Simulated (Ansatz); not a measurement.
Consider the ligand exchange at a B–O bond: `COB(Cl)Cl` + HCl → `ClB(Cl)Cl` + CH₃OH.

Calculated with Ansatz (gas phase, PBE0-D4/def2-TZVP geometries, no zero-point term in ΔE). CCSD(T)/CBS is the MP2 limit (def2-TZVPP, def2-QZVPP) plus CCSD(T) − MP2 in def2-TZVPP, frozen cores. This one scheme is used for every species. Functionals use def2-TZVPP. One conformer a species, not always the lowest.

```json
{"level": "BLYP", "ΔE (eV)": "0.62"}
{"level": "HF/def2-QZVPP", "ΔE (eV)": "0.73"}
```

(1) What does CCSD(T)/CBS give? (An estimate is asked.)

Largest T1 diagnostic among the species: 0.012.

## Answers

(1) The calculation gave: +0.65 eV. The listed levels differ from it by -0.03, 0.08 eV.

In def2-TZVPP, CCSD(T) changes the Hartree–Fock value by −0.06 eV (the triples alone add −0.01 eV) and MP2 by −0.10 eV. At CCSD(T), def2-SVP lies +0.05 eV from the extrapolated value and def2-TZVPP +0.02 eV. Leaving LDA and LC-ωPBE aside and taking each functional with its dispersion term where it has one, the values, not all of them listed here, spread over 0.17 eV, from revPBE-D4 to CAM-B3LYP-D4. LDA lies +0.12 eV from PBE without D4.
